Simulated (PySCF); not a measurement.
A side-by-side comparison of computed properties.

First species: C6H9ClN2Si.
SMILES with atom numbers: `[CH2:1]=[CH:2][CH2:3][Si@H:4]([Cl:5])/[N:6]=[CH:7]\[CH2:8][C:9]#[N:10]` (hydrogens: H11, H12 on C1; H13 on C2; H14, H15 on C3; H16 on Si4; H17 on C7; H18, H19 on C8)

Second species: C5H5ClF2O2.
Z-matrix (Å and degrees, GFN2-xTB geometry), rows numbered from 1:
```
O 
C   1  1.2001
C   2  1.5189  1  124.09
C   3  1.5229  2  110.32  1   -36.66
F   4  1.3535  3  110.54  2   164.82
F   4  1.3528  3  110.54  2   -77.95
O   2  1.3357  1  126.05  3   179.07
C   7  1.3745  2  123.72  1    -0.52
C   8  1.3270  7  127.83  2     0.85
Cl  9  1.7105  8  119.91  7  -179.96
H   3  1.0903  2  110.37  1  -158.88
H   3  1.0925  2  108.58  1    81.56
H   4  1.1004  3  112.70  2    43.27
H   8  1.0809  7  109.60  2  -179.20
H   9  1.0772  8  125.04  7     0.04
```

Levels: PBE0/pcSseg-1 for dipole moment, HOMO energy, LUMO energy and HOMO–LUMO gap; GFN2-xTB for rotational constant A and rotational constant C. Geometries: GFN2-xTB. Each structure is a single optimised conformer of the isolated species, non-relativistic unless stated; the electronic structure was computed with PySCF and density fitting.

Dipoles, sizes and rotational constants follow the conformer. The torsions of the flexible species, by atom-mapped SMILES:
- `[CH2:1]=[CH:2][CH2:3][Si@H:4]([Cl:5])/[N:6]=[CH:7]\[CH2:8][C:9]#[N:10]`: C1–C2–C3–Si4 -111°, C2–C3–Si4–Cl5 -51°, C3–Si4–N6–C7 -124°, N6–C7–C8–C9 117°
- `[O:1]=[C:2]([CH2:3][CH:4]([F:5])[F:6])[O:7]/[CH:8]=[CH:9]/[Cl:10]`: O1–C2–C3–C4 -37°, C2–C3–C4–F5 165°, O1–C2–O7–C8 -1°, C2–O7–C8–C9 1°

Question: Which has the higher dipole moment?

Answer: The second: 1.97 D against 1.75 D, a difference of 0.22 D.

Question: Which of the two has the higher HOMO energy, and by how much?

Answer: The first: -7.42 eV against -7.52 eV, a difference of 0.10 eV.

Question: Which of the two has the higher LUMO energy, and by how much?

Answer: The second: -1.13 eV against -1.62 eV, a difference of 0.49 eV.

Question: Which has the higher rotational constant C?

Answer: The first: 0.378 GHz against 0.354 GHz, a difference of 0.024 GHz.

Question: Which has the higher HOMO–LUMO gap?

Answer: The second: 6.39 eV against 5.80 eV, a difference of 0.59 eV.

Question: Which has the higher rotational constant A?

Answer: The second: 4.208 GHz against 1.413 GHz, a difference of 2.795 GHz.

On the first: A dipole of 1.75 D is allowed in C1, and pure rotational transitions are dipole-allowed. The dipole equals about 5.8 × 10⁻³⁰ C·m (1 D = 3.33564 × 10⁻³⁰ C·m).

On the second: In atomic units the dipole is 0.77 e·bohr (1 au = 2.5417 D).
